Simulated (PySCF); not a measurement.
A geometry optimisation, step by step.

Compound: SiHMe2(pyrrolidide), C6H15NSi.
Bonds: Si1–C3, Si1–C7, Si1–N11, N11–C12, N11–C15, C12–C13, C13–C14, C14–C15. Hydrogens: H2 on Si1; H4, H5, H6 on C3; H8, H9, H10 on C7; H16, H17 on C12; H18, H19 on C13; H20, H21 on C14; H22, H23 on C15.

Computed by this run: PBE0-D3(BJ)/def2-SVP geometry optimisation, gas phase in PySCF 2.14.0; density fitting, grid level 1; the optimiser is geomeTRIC in internal coordinates, started from a GFN2-xTB structure with every atom displaced at random (about 0.03 Å). 3 of its 6 geometries are shown. The frame can shift and turn from step to step; on so coarse a grid that alone can change the energy by a few meV, and forces under 0.02 eV/Å are noise.

Step 0: E = -15814.1556 eV, largest atomic force 4.862 eV/Å
```
atom  x, y, z in Å  |  force x, y, z in eV/Å
Si1     0.529    1.224    0.716   -2.653   3.179  -0.779
H2     -0.133    1.658    2.011    0.258  -0.149   0.040
C3      2.278    1.059    0.904    4.310   0.999   0.546
H4      2.898    1.983    1.289   -1.548  -1.293  -0.630
H5      2.819    0.785   -0.036   -0.489  -0.005   0.302
H6      2.542    0.293    1.638    0.030  -0.401   0.176
C7      0.129    2.694   -0.524   -0.523  -0.802   3.622
H8     -0.918    2.910   -0.614   -1.109  -0.025   0.099
H9      0.462    2.489   -1.463    1.391  -0.735  -3.286
H10     0.568    3.614   -0.172    0.569   0.648   0.290
N11    -0.191   -0.169    0.088    0.623  -1.809   0.136
C12    -1.409   -0.262   -0.623   -1.668   1.054  -1.194
C13    -1.543   -1.677   -1.165    4.146   0.354   2.515
C14    -0.881   -2.439    0.063    0.008   0.002  -1.427
C15     0.245   -1.512    0.510    0.603   0.542  -1.790
H16    -1.468    0.506   -1.431    0.078  -0.287   0.201
H17    -2.272   -0.045    0.022   -0.466   0.031   0.247
H18    -0.858   -1.794   -2.004    0.017  -0.113  -0.520
H19    -2.470   -2.075   -1.363   -2.731  -0.621  -0.694
H20    -1.648   -2.566    0.843    0.180  -0.096   0.079
H21    -0.477   -3.419   -0.262   -0.292   0.071   0.330
H22     0.412   -1.575    1.568    0.228  -0.111   1.135
H23     1.243   -1.691   -0.016   -0.961  -0.434   0.605
```

Step 2: E = -15815.0818 eV, largest atomic force 0.278 eV/Å
```
atom  x, y, z in Å  |  force x, y, z in eV/Å
Si1     0.498    1.306    0.692   -0.147   0.009   0.004
H2     -0.082    1.689    2.031    0.028  -0.014   0.021
C3      2.338    1.052    0.910    0.240  -0.130   0.051
H4      2.826    1.965    1.282   -0.043   0.073   0.018
H5      2.820    0.784   -0.044   -0.046   0.000  -0.029
H6      2.570    0.251    1.631   -0.076   0.028  -0.035
C7      0.133    2.716   -0.488   -0.007   0.024  -0.106
H8     -0.949    2.918   -0.550    0.054  -0.008  -0.022
H9      0.506    2.494   -1.504   -0.045   0.043   0.123
H10     0.621    3.637   -0.129   -0.014  -0.025  -0.038
N11    -0.197   -0.162    0.070    0.025  -0.171  -0.013
C12    -1.455   -0.262   -0.646   -0.198   0.172  -0.065
C13    -1.488   -1.703   -1.136    0.034  -0.028   0.100
C14    -0.861   -2.440    0.042   -0.001   0.032  -0.061
C15     0.250   -1.489    0.492   -0.023   0.112   0.099
H16    -1.511    0.463   -1.474    0.022   0.023  -0.020
H17    -2.343   -0.069   -0.001    0.070  -0.011   0.002
H18    -0.844   -1.807   -2.026   -0.063  -0.006  -0.037
H19    -2.500   -2.059   -1.386    0.081   0.053  -0.030
H20    -1.610   -2.560    0.842    0.014  -0.021   0.022
H21    -0.487   -3.438   -0.225    0.021  -0.044   0.063
H22     0.413   -1.546    1.585    0.000  -0.067  -0.029
H23     1.209   -1.752    0.013    0.076  -0.042  -0.015
```

Step 5: E = -15815.0887 eV, largest atomic force under 0.02 eV/Å
```
atom  x, y, z in Å  |  force x, y, z in eV/Å
Si1     0.501    1.301    0.694   -0.005   0.009   0.003
H2     -0.068    1.670    2.042    0.006  -0.003   0.003
C3      2.350    1.055    0.907   -0.009   0.001  -0.006
H4      2.820    1.975    1.288    0.001   0.001   0.004
H5      2.823    0.797   -0.054    0.002   0.000   0.000
H6      2.570    0.249    1.624    0.003  -0.004  -0.001
C7      0.123    2.708   -0.487   -0.006   0.002   0.011
H8     -0.958    2.902   -0.558   -0.001  -0.002  -0.002
H9      0.499    2.487   -1.498    0.007  -0.003  -0.009
H10     0.603    3.636   -0.137   -0.001   0.001   0.000
N11    -0.184   -0.169    0.068    0.000  -0.005  -0.010
C12    -1.445   -0.250   -0.653    0.000   0.003  -0.005
C13    -1.491   -1.696   -1.134    0.015   0.003   0.002
C14    -0.868   -2.437    0.043    0.003  -0.002   0.005
C15     0.251   -1.495    0.495   -0.004  -0.008   0.005
H16    -1.482    0.472   -1.485    0.002  -0.001  -0.002
H17    -2.325   -0.042   -0.006   -0.003   0.004  -0.002
H18    -0.862   -1.810   -2.032   -0.003   0.001  -0.002
H19    -2.506   -2.037   -1.384   -0.007   0.001   0.004
H20    -1.614   -2.548    0.847   -0.001   0.000   0.000
H21    -0.502   -3.443   -0.209   -0.001   0.001  -0.001
H22     0.408   -1.564    1.587    0.003   0.002   0.003
H23     1.213   -1.771    0.021   -0.001  -0.001  -0.002
```

Problem. Summarise the path.

Solution. The energy falls by 90.02 kJ/mol from step 0 to step 5; nine tenths of that is first reached at step 1. It falls at every step. The largest force goes from 4.862 to under 0.02 eV/Å. Among the bonds Si1–C3 changes most, from 1.767 to 1.877 Å; the atoms move by 0.057 Å rms after alignment.

Problem. Follow the three bonds and two angles with the largest change from start to end.

Solution. 
| step | E above end (kJ/mol) | largest force (eV/Å) | Si1–C3 (Å) | Si1–C7 (Å) | C7–H9 (Å) | Si1–C3–H4 (°) | C12–C13–H19 (°) |
| --- | --- | --- | --- | --- | --- | --- | --- |
| 0 | 90.02 | 4.862 | 1.767 | 1.965 | 1.017 | 118.9 | 120.5 |
| 1 | 5.49 | 0.937 | 1.852 | 1.889 | 1.101 | 113.7 | 114.5 |
| 2 | 0.66 | 0.278 | 1.871 | 1.874 | 1.105 | 111.3 | 113.5 |
| 3 | 0.09 | 0.100 | 1.877 | 1.875 | 1.103 | 110.3 | 113.0 |
| 4 | 0.01 | 0.020 | 1.877 | 1.877 | 1.102 | 110.4 | 113.2 |
| 5 | 0.00 | under 0.02 | 1.877 | 1.877 | 1.101 | 110.5 | 113.2 |

What follows is the cost of the whole optimisation. The run took 51 s wall, 2.3 min CPU on an AMD EPYC 9R45 with 2 threads, no GPU, on a shared host, and the process peaked at 0.90 GiB of memory.
